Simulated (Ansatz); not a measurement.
`[CH3][GeH2][C](=N)F`, relaxed with RKS PBE0-D4/def2-TZVP in the Gaussian-basis code of Ansatz from a PBE-D4/def2-SVP geometry. The force threshold is 0.005 eV/Å; the program also tests the step.

Charge 0, multiplicity 1.

Start:

```xyz
11

C     0.201    0.202    1.719
Ge    0.485   -0.620   -0.039
C    -0.813    0.180   -1.320
N    -0.672    0.780   -2.423
F    -2.080    0.031   -0.842
H     0.836   -0.281    2.486
H    -0.862    0.085    2.005
H     0.443    1.282    1.680
H     0.229   -2.149    0.011
H     1.905   -0.340   -0.603
H     0.327    0.829   -2.675
```

Question: How much energy does the relaxation release, and in how many steps? (Best estimate.)

Answer: The calculation gave: 0.99 kcal/mol, in 6 steps.

Question: Which bonds change most? (Estimate.)

Answer: Ansatz gave: C1–H8 from 1.107 to 1.090 Å; C3–N4 from 1.263 to 1.247 Å; C1–H7 from 1.107 to 1.090 Å; C1–H6 from 1.107 to 1.090 Å.

Question: Give the relaxed structure. (Best estimate.)

Answer: Ansatz gave: 
```xyz
11

C     0.201    0.197    1.719
Ge    0.468   -0.610   -0.031
C    -0.813    0.185   -1.316
N    -0.642    0.757   -2.410
F    -2.084    0.075   -0.874
H     0.875   -0.253    2.449
H    -0.828    0.037    2.043
H     0.394    1.269    1.674
H     0.219   -2.126    0.003
H     1.865   -0.320   -0.606
H     0.345    0.789   -2.650
```
